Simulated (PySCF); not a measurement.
## Field gradients at the hydrogen positions

C7H10O2.
SMILES with atom numbers: `[CH:1]#[C:2][C:3](=[O:4])[C@@H:5]([CH3:6])[O:7][CH2:8][CH3:9]` (hydrogens: H10 on C1; H11 on C5; H12, H13, H14 on C6; H15, H16 on C8; H17, H18, H19 on C9)

Structure used (GFN2-xTB), in Å, numbered top down from 1:
```xyz
19
C7H10O2 angstrom
C     -1.9601    1.0476    1.8579
C     -1.8424    0.2958    0.9285
C     -1.6858   -0.6081   -0.1762
O     -2.4511   -1.5091   -0.4195
C     -0.4712   -0.2878   -1.0553
C     -0.8883    0.8100   -2.0361
O      0.6317    0.1874   -0.3216
C      1.2387   -0.7858    0.5033
C      2.4214   -0.1393    1.2037
H     -2.0631    1.7113    2.6661
H     -0.2044   -1.2066   -1.6059
H     -0.0537    1.0389   -2.6929
H     -1.1527    1.7072   -1.4817
H     -1.7381    0.4825   -2.6287
H      1.5716   -1.6384   -0.1099
H      0.5171   -1.1629    1.2443
H      2.9071   -0.8593    1.8559
H      3.1357    0.2194    0.4681
H      2.0778    0.7064    1.7924
```

Level: PBE0/pcSseg-1 (PySCF, non-relativistic); Q(2H) = 0.00286 b; rigid geometry, the same for H and D, with no vibrational averaging.

Question: Rank these positions by the coupling χzz of a deuteron there, largest first.
A. H11 (methine hydrogen)
B. H10 (alkyne hydrogen)
C. H19 (methyl hydrogen)
D. H15 (methylene hydrogen)

Answer: B (261 kHz), C (213 kHz), D (188 kHz), A (183 kHz).

What are Vzz, η and χzz (234.96 MHz × Q × Vzz) at all hydrogens?

| atom | bonded to | bond length (Å) | Vzz (au) | η | χzz (kHz) |
| --- | --- | --- | --- | --- | --- |
| H10 | C1 | 1.051 | 0.3889 | 0.02 | 261 |
| H11 | C5 | 1.104 | 0.2727 | 0.06 | 183 |
| H12 | C6 | 1.087 | 0.3160 | 0.03 | 212 |
| H13 | C6 | 1.087 | 0.3113 | 0.04 | 209 |
| H14 | C6 | 1.087 | 0.3133 | 0.03 | 211 |
| H15 | C8 | 1.102 | 0.2793 | 0.08 | 188 |
| H16 | C8 | 1.101 | 0.2783 | 0.09 | 187 |
| H17 | C9 | 1.086 | 0.3176 | 0.03 | 213 |
| H18 | C9 | 1.086 | 0.3162 | 0.02 | 212 |
| H19 | C9 | 1.086 | 0.3164 | 0.02 | 213 |

How does χzz go with the bond length over the 10 C–H bonds?

A straight-line fit has a slope of -14.8 kHz for each 0.01 Å, with a correlation coefficient of -1.00, over lengths from 1.051 to 1.104 Å. The longer bonds have the smaller couplings here.

Give the 2H NMR doublet splittings at H17 for a magnetic field along the z, y and x axes of the gradient: 3χ/2, 3χ(1 + η)/4, 3χ(1 − η)/4.

With |χ| = 213.5 kHz and η = 0.026: 320, 164 and 156 kHz, to first order and without motion.

One conformer (not necessarily the lowest) at the GFN2-xTB geometry, without solvent, vibrations or thermal averaging. GFN2-xTB bond lengths can be off by several hundredths of an ångström, more for odd bonds, and the gradients follow them. The basis is small and wasn't made for field gradients, so the couplings can be 20 % off.
